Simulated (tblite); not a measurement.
Run record: tight-binding relaxation, `C=[C](C#N)[GaH2-][N+](C)(C)C`.

Computed with GFN2-xTB geometry optimisation, gas phase (tblite 0.8.0). Start geometry: from a force field or distance geometry. The input is one job of a driver script: a line of settings, then coordinates in Å.

Command:
```bash
OMP_NUM_THREADS=1 python probes_run.py task.json out
```

Input:
```
{"job": {"kind": "relax", "xc": "GFN2-xTB", "basis": "xTB"}, "charge": 0, "multiplicity": 1}
C      2.700000    -0.770900     0.458500
C      2.276300     0.238500    -0.312900
C      3.257300     1.273200    -0.595300
N      4.031500     2.132200    -0.835400
Ga     0.493900     0.411700    -1.044300
N     -0.944200    -0.069400     0.066100
C     -2.152800     0.146800    -0.740600
C     -1.119900     0.783500     1.231500
C     -0.970700    -1.437400     0.500000
H      2.088800    -1.593900     0.756900
H      3.730700    -0.742500     0.813300
H      0.407000    -0.397400    -2.443700
H      0.255300     1.976500    -1.432400
H     -1.972400    -0.463000    -1.665900
H     -3.071600    -0.128100    -0.215700
H     -2.112900     1.196500    -1.070900
H     -1.101400     1.827300     0.905000
H     -2.193600     0.592200     1.552300
H     -0.518900     0.520300     2.097700
H     -0.965500    -1.481000     1.632800
H     -1.955500    -1.922100     0.223200
H     -0.171800    -2.073600     0.119000
```

Output:
```
step      E/eV     max force
  0    -718.34194    3.811
  1    -718.54951    9.644
  2    -718.87681    2.612
  3    -719.03027    1.154
  4    -719.11569    0.523
  5    -719.18890    0.829
  6    -719.22015    0.455
  7    -719.24170    0.313
  8    -719.26033    0.450
  9    -719.27696    0.487
... (240 lines left out)
250    -719.66056    0.039
251    -719.66061    0.017
252    -719.66066    0.014
253    -719.66070    0.013
254    -719.66072    0.010
255    -719.66075    0.015
256    -719.66079    0.018
257    -719.66083    0.016
258    -719.66086    0.010
259    -719.66088    0.007
```

«max force» is the largest atomic force in eV/Å.

Q: From which step on does the largest force stay under 0.1 eV/Å, and how much energy is left to gain from there?

A: From step 246 (0.038 eV/Å), 0.9 meV above the end.

Summary of the converged run: energy lowered by 30.4 kcal/mol over 259 steps; largest atomic force 0.007 eV/Å at the end.

The run took 4.0 s wall on an Arm Neoverse N1 with one thread, shared host.
Labels such as C1 count atoms from 1, the log's own numbers from 0.
